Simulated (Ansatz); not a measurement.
Ag₃⁻. Total charge -1; singlet. Geometry PBE-D4/def2-TZVPD; atoms count from 1.

Cartesian coordinates in Å:
```
Ag 0.7953 -1.9488 -1.6182
Ag -0.8011 1.9504 1.6128
Ag 0.0059 -0.0016 0.0054
```

In the def2 sets Ag takes a core potential; there is no spin–orbit coupling. The structure comes from a short search, and lower isomers may exist.

Estimate the Mulliken populations from the PBE0/def2-TZVPD orbitals of Ansatz.


```tsv
atom	charge (e)	d electrons
Ag1	-0.53	9.95
Ag2	-0.53	9.95
Ag3	0.06	9.95
```
Mulliken values and Mayer orders depend strongly on the basis. With diffuse functions, as here, like atoms can get unlike values, and bond orders can come out too low or too high.

And the Mayer bond orders between bonded heavy atoms (over 0.3)?

Ag1–Ag3 0.52 (2.66 Å); Ag2–Ag3 0.52 (2.65 Å).
